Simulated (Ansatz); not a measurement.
CH4OSi, SMILES `C1O[SiH2]1` (charge 0, multiplicity 1).

Cartesian coordinates (Å):
```xyz
7

C     -0.9365    -0.0027     0.1294
O     -0.2490    -0.2544    -1.1719
Si     0.8697     0.0333     0.0259
H     -1.5326     0.9052     0.1155
H     -1.4757    -0.8741     0.4897
H      1.7005    -1.1049     0.4583
H      1.6236     1.2978    -0.0470
```
Charge 0, spin multiplicity 1.

Frozen-core energies in 6-31g from Ansatz (a program for electronic structure) at a geometry from B3LYP-D3(BJ)/def2-TZVP; the HF reference has <S^2> = 0.00 and the T1 diagnostic is 0.015.

```csv
level,energy (Ha)
HF,-403.81148
MP2,-404.08551
CCSD,-404.10884
CCSD(T),-404.11624
```

### Question
Estimate the energies of CCSDT, CCSDT(Q) and CCSDTQ, and give each level's difference from CCSDTQ.

### Answer

```
level     energy (Ha)  difference from CCSDTQ (mHa)
--------  -----------  ----------------------------
MP2        -404.08551                         32.29
CCSD       -404.10884                          8.95
CCSD(T)    -404.11624                          1.55
CCSDT      -404.11691                          0.89
CCSDT(Q)   -404.11791                         -0.12
CCSDTQ     -404.11780                          0.00
```
